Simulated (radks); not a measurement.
Values are calculated unless marked as measured or tabulated.
Valence configurations of the gallium ion Ga+ (all share [Ar]). Level of theory: non-relativistic Kohn-Sham, r2SCAN, spin-polarised, spherical densities, point nucleus; open shells are filled with parallel spins first; meta-GGA in the generalised Kohn-Sham scheme (a radial shooting solver on a logarithmic mesh with Libxc functionals). Energies are relative to 3d10 4s2; eigenvalues in eV for spin up.

| valence | E (eV) | moment (Bohr magnetons) | e(3d) | e(4p) | e(4s) |
|---|---|---|---|---|---|
| 3d10 4s2 | 0.000 | 0 | -28.619 | - | -16.312 |
| 3d10 4s1.5 4p0.5 | 3.311 | 1 | -29.504 | -9.996 | -17.493 |
| 3d10 4s1 4p1 | 5.733 | 2 | -30.210 | -10.817 | -18.444 |
| 3d9.5 4s2 4p0.5 | 10.566 | 1 | -33.829 | -10.413 | -18.210 |
| 3d10 4p2 | 13.298 | 2 | -31.867 | -11.541 | - |
| 3d9.5 4s1 4p1.5 | 16.008 | 3 | -35.222 | -11.991 | -20.083 |
| 3d9 4s2 4p1 | 22.611 | 2 | -39.155 | -11.739 | -19.993 |
| 3d8 4s2 4p2 | 51.489 | 4 | -50.167 | -14.138 | -23.311 |
| 3d8 4s1 4p3 | 56.171 | 6 | -51.153 | -15.225 | -24.655 |

NIST lists [Ar] 3d10 4s2 as the ground configuration; this level of theory agrees among the configurations tried. The energies are those of spherical high-spin densities, not of single terms.
